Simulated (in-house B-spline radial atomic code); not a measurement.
Configurations of the zirconium ion Zr⁵⁺, with energies counted from [Ar] 3d10 4s2 4p5. Method: scalar-relativistic (X2C) TPSSh, spin-polarised, spherical fractional occupations, exact exchange averaged over the configuration, Fermi nucleus of rms radius 4.2694 fm. Calculated with a B-spline radial code for spherical atoms. Shells without spins written out take the highest spin.

Occupations are held fixed; configurations that lie above the ionisation limit could autoionise.

| configuration | E - E(ref) (eV) | highest orbital | its <r> (bohr) |
| --- | --- | --- | --- |
| [Ar] 3d10 4s2 4p4 4f1 | 61.505 | 4f up | 2.327 |
| [Ar] 3d10 4s2 4p4 5d1 | 63.717 | 5d up | 3.356 |
| [Ar] 3d10 4s1 4p5 4f1 | 85.771 | 4f up | 2.307 |
| [Ar] 3d9 4s2 4p6 | 155.03 | 4p down | 1.248 |
| [Ar] 3d9 4s2 4p5 5d1 | 222.69 | 5d up | 3.294 |

Q: Order these further configurations by energy, lowest first.
A. [Ar] 3d10 4s2 4p4 5f1
B. [Ar] 3d10 4s2 4p4 5s1
C. [Ar] 3d10 4s2 4p4 4d1
D. [Ar] 3d10 4s1 4p5 5p1
E. [Ar] 3d10 4s1 4p5 5f1

A: C (32.214 eV), B (45.633 eV), A (73.965 eV), D (77.345 eV), E (98.332 eV).
